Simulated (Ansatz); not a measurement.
Reaction: GeH2BrF (SMILES [F][GeH2][Br]) → GeH2F (SMILES [F][GeH2], doublet) + Br (doublet) (the Br-Ge bond breaks)
Each species at its own B3LYP-D3(BJ)/def2-TZVP minimum (Ansatz, an electronic-structure program).

Total energies in hartree (Ansatz). UHF or UKS for unpaired electrons; spin-orbit terms are left out. Correlated methods leave the cores frozen (noble-gas shells, and filled d and f shells in the p block). No relativity. Spin-orbit terms, left out, reach several kcal/mol for Br and I, and more for heavier atoms.

```csv
species,HF/cc-pVTZ,CCSD(T)/cc-pVTZ,HF/cc-pVQZ,CCSD(T)/cc-pVQZ,CCSDT(Q)/cc-pVTZ
1: GeH2BrF (SMILES [F][GeH2][Br]),-4748.59313,-4749.16951,-4748.61012,-4749.23768,-4749.17107
"2: GeH2F (SMILES [F][GeH2], doublet)",-2176.04370,-2176.42800,-2176.05781,-2176.47284,-2176.42899
3: Br (doublet),-2572.44509,-2572.60263,-2572.44802,-2572.62195,-2572.60328
```

Question: Work out the bond dissociation energy (electronic) in kcal/mol: take Hartree-Fock from cc-pVQZ, extrapolate the CCSD(T) correlation energy as X^-3 (X = 3, 4), and add CCSDT(Q) - CCSD(T) in cc-pVTZ. 1 hartree = 627.51 kcal/mol.

Answer: 
Species 1: correlation (64·(-0.62756) - 27·(-0.57638))/37 = -0.66491; step -0.00156; E1 = -4748.61012 + (-0.66491) + (-0.00156) = -4749.27659
Species 2: correlation (64·(-0.41503) - 27·(-0.38430))/37 = -0.43745; step -0.00099; E2 = -2176.05781 + (-0.43745) + (-0.00099) = -2176.49625
Species 3: correlation (64·(-0.17393) - 27·(-0.15754))/37 = -0.18589; step -0.00065; E3 = -2572.44802 + (-0.18589) + (-0.00065) = -2572.63456
-1·E1 +1·E2 +1·E3 = 0.14578 hartree = 91.5 kcal/mol.
